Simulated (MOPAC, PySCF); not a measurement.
[W(Cl)6], neutral singlet in the gas phase. 

Cartesian coordinates (Å):
```xyz
7

W      0.0000     0.0000     0.0000
Cl     0.5382    -1.8315    -1.3056
Cl    -1.0580    -1.3908     1.5149
Cl    -1.9846     0.2450    -1.1617
Cl     1.0580     1.3908    -1.5149
Cl     1.9846    -0.2450     1.1617
Cl    -0.5382     1.8315     1.3056
```
Charge 0, multiplicity 1.

All levels are single points at this geometry (r2SCAN-D4/def2-SVP); Pople sets use spherical d functions. Orbital energies aren't observables, and empty levels follow the basis.

PBE/6-31G* (LANL2DZ on W) in PySCF gives gap (eV) = 1.91.

Problem. Estimate the gap (eV) from each of these levels: B3LYP-D3(BJ)/def2-TZVP in PySCF; PBE-D3(BJ)/def2-TZVP in PySCF; TPSSh-D3(BJ)/def2-TZVP in PySCF; B3LYP/6-311+G** (LANL2DZ on W) in PySCF; B3LYP/6-31G* (LANL2DZ on W) in PySCF; B3LYP/LANL2DZ in PySCF; BP86/6-31G* (LANL2DZ on W) in PySCF; M06-2X/6-31G* (LANL2DZ on W) in PySCF; SVWN5/6-31G* (LANL2DZ on W) in PySCF; HF/6-31G* (LANL2DZ on W) in PySCF; PM6 in MOPAC; PM7 in MOPAC.

Solution. 
```
level                                    gap (eV)
---------------------------------------  --------
B3LYP-D3(BJ)/def2-TZVP in PySCF              3.48
PBE-D3(BJ)/def2-TZVP in PySCF                2.13
TPSSh-D3(BJ)/def2-TZVP in PySCF              2.91
B3LYP/6-311+G** (LANL2DZ on W) in PySCF      3.19
B3LYP/6-31G* (LANL2DZ on W) in PySCF         3.18
B3LYP/LANL2DZ in PySCF                       3.15
BP86/6-31G* (LANL2DZ on W) in PySCF          1.89
M06-2X/6-31G* (LANL2DZ on W) in PySCF        5.42
SVWN5/6-31G* (LANL2DZ on W) in PySCF         1.89
HF/6-31G* (LANL2DZ on W) in PySCF            8.99
PM6 in MOPAC                                 9.08
PM7 in MOPAC                                 9.46
```
